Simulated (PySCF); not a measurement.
From one molecule to another.

First species: C₆H₁₃ClSi.
InChI=1S/C6H13ClSi/c1-2-3-4-5-6-8-7/h5-6H,2-4,8H2,1H3/b6-5+

Second species: C5H3F3O4.
SMILES: `FC(F)(F)[C@@H]1COC(C(O1)=O)=O`

Levels: PBE0/pcSseg-1 for dipole moment, HOMO energy, LUMO energy and HOMO–LUMO gap; GFN2-xTB for rotational constant A and rotational constant C. Geometries: GFN2-xTB. All species are isolated and taken at one optimised geometry, non-relativistic unless stated. Electronic properties by PySCF.

The conformers computed, where there is a choice (atom-mapped SMILES and torsion angles):
- `[CH3:1][CH2:2][CH2:3][CH2:4]/[CH:5]=[CH:6]/[SiH2:7][Cl:8]`: C1–C2–C3–C4 178°, C2–C3–C4–C5 180°, C3–C4–C5–C6 120°, C5–C6–Si7–Cl8 -139°
- `[O:1]=[C:2]1[O:3][CH2:4][C@@H:5]([C:6]([F:7])([F:8])[F:9])[O:10][C:11]1=[O:12]`: C4–C5–C6–F7 179°

Values for the first species:

* Dipole moment: 2.76 D
* HOMO energy: -7.75 eV
* LUMO energy: -0.45 eV
* HOMO–LUMO gap: 7.30 eV
* Rotational constant A: 6.353 GHz
* Rotational constant C: 0.324 GHz

Problem. Estimate the same properties for the second species, and the change in each.

Solution. 
```tsv
property	first	second	second less first
dipole moment	2.76 D	4.26 D	+1.50 D
HOMO energy	-7.75 eV	-8.75 eV	-1.00 eV
LUMO energy	-0.45 eV	-2.45 eV	-2.00 eV
HOMO–LUMO gap	7.30 eV	6.30 eV	-1.00 eV
rotational constant A	6.353 GHz	1.953 GHz	-4.400 GHz
rotational constant C	0.324 GHz	0.524 GHz	+0.200 GHz
```

On the first: A dipole of 2.76 D is allowed in C1, and pure rotational transitions are dipole-allowed. In atomic units the dipole is 1.08 e·bohr (1 au = 2.5417 D).

On the second: The dipole equals about 14.2 × 10⁻³⁰ C·m (1 D = 3.33564 × 10⁻³⁰ C·m). A dipole of 4.26 D is allowed in C1, and pure rotational transitions are dipole-allowed.
